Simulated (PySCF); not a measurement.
# What a mistake does to a calculation on AlB2FH4

All numbers below are calculated, not measured. The program is PySCF 2.14.0, an open-source quantum chemistry code, run on an isolated molecule that a program drew, which may never have been made. The molecule is AlB2FH4 (charge 0, singlet), drawn as the SMILES string `FB[BH][AlH2]`.

Each row is a Hartree-Fock (HF) and frozen-core CCSD(T) single point in the cc-pV(D+d)Z basis, meant for a local HF minimum. Run 1 is clean. Each other run has one planted mistake out of seven kinds, and not every kind appears here: one electron removed, one electron added, multiplicity raised by two, geometry at a saddle point, minimal basis STO-3G, one bond length entered in bohr, all coordinates scaled. The reference is restricted for singlets and unrestricted otherwise, and also for a bond in bohr. Adding or removing an electron swaps singlet and doublet. Electrons count all cores. HOMO and LUMO are orbital energies over both spins, the gradient is its largest component, and the lowest frequency (negative if imaginary) is given only where the gradient is small. Bond lengths are over the 7 bonds as drawn. T1 is the CCSD diagnostic: over 0.02 (restricted) or 0.045 (unrestricted) a single reference is doubtful.

Geometry of the clean run:
```xyz
8
AlB2FH4, angstrom
F    -2.7166   -0.5848   -0.1396
B    -2.5261    0.7157    0.1155
B    -0.9793    1.3921    0.2118
Al    0.1830    2.2140   -1.3991
H    -3.5260    1.3782    0.2473
H    -0.4887    1.4688    1.3137
H     0.0107    3.7302   -1.8304
H     1.2497    1.3210   -2.1588
```

| run | electrons | basis functions | <S^2> | HOMO (eV) | LUMO (eV) | gradient (hartree/bohr) | lowest frequency (cm^-1) | mean bond (Å) | longest bond (Å) | T1 | HF (hartree) | CCSD(T) (hartree) | mistake |
|---|---|---|---|---|---|---|---|---|---|---|---|---|---|
| 1 | 36 | 85 | 0.000 | -10.12 | 0.98 | 2.8e-05 | 92 | 1.5380 | 2.150 | 0.0149 | -393.05069 | -393.51531 | no fault |
| 2 | 36 | 85 | 0.869 | -9.60 | 0.85 | 1.5e-02 | - | 1.7081 | 2.530 | 0.0655 | -392.88011 | -393.32394 | one bond length entered in bohr |
| 3 | 37 | 85 | 0.761 | -0.78 | 5.59 | 3.1e-02 | - | 1.5380 | 2.150 | 0.0174 | -393.03992 | -393.52618 | one electron added |
| 4 | 35 | 85 | 0.772 | -16.88 | -7.82 | 5.5e-02 | - | 1.5380 | 2.150 | 0.0271 | -392.72260 | -393.16724 | one electron removed |
| 5 | 36 | 85 | 2.025 | -7.75 | -0.93 | 2.8e-02 | - | 1.5380 | 2.150 | 0.0256 | -392.96471 | -393.42238 | ? |
| 6 | 36 | 85 | 0.000 | -10.03 | 0.83 | 4.8e-02 | - | 1.6164 | 2.259 | 0.0157 | -393.03619 | -393.50426 | ? |

**Which mistake was planted in run 5, and what did it cost?**

Electrons, basis and geometry are unchanged, and <S^2> is 2.025, beside S(S+1) = 2.00 for a multiplicity of 3. So the mistake is: multiplicity raised by two. Subtracting run 1 and multiplying by 627.51 kcal/mol a hartree, the energy moved by 54.0 kcal/mol in HF and 58.3 kcal/mol in CCSD(T).

**Which mistake was planted in run 6, and what did it cost?**

The mean and the longest bond both change by the same factor, 1.051, and the gradient is no longer small. So the mistake is: all coordinates scaled. Subtracting run 1 and multiplying by 627.51 kcal/mol a hartree, the energy moved by 9.1 kcal/mol in HF and 6.9 kcal/mol in CCSD(T).

Cautions from the logs. Run 2: T1 is over the limit, so its CCSD(T) energy is less reliable.
